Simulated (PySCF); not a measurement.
Electron correlation in Kr (krypton, neutral)

[Kr], closed-shell 1S. All numbers are calculated (PySCF 2.14, no relativity, point nucleus, in def2-QZVPPD (12s8p5d4f1g, 98 functions)). Frozen: [Ar] 3d10; 8 electrons correlated.

| level | correlation energy (mhartree) |
| --- | --- |
| CCSD | -210.81 |
| (T) | -7.10 |
| CCSD(T) | -217.91 |

Diagnostics: T1 = 0.0022, D1 = 0.0055, largest double amplitude 0.031.

Cost of the coupled-cluster step: of the order of 3 core-seconds, for 8 correlated electrons.
